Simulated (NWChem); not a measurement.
System: CsCl; SMILES [Cl][Cs]

Here is an NWChem input.

```
start job
memory heap 200 mb stack 700 mb global 900 mb
geometry units angstroms noautoz
  Cs     0.000000     0.000000    -0.707842
  Cl     0.000000     0.000000     2.228375
end
basis spherical
  * library def2-svp
end
ecp
  Cs library def2-ecp
end
dft
  xc pw6b95
  iterations 150
  mulliken
end
task dft energy
```

Coordinates come from a PBE0/def2-SVP optimisation. def2 effective core potentials on Cs; no spin-orbit coupling.

Problem. Predict the main results of this run. (PW6B95/def2-SVP with def2 effective core potentials on Cs.) Quantities: energy (Ha); highest occupied level (eV); orbital gap (eV); dipole (D).

Solution. 
```
Item                          Result
---------------------------  -------
energy (Ha)                  -480.63
highest occupied level (eV)    -5.68
orbital gap (eV)                4.34
dipole (D)                      9.89
```
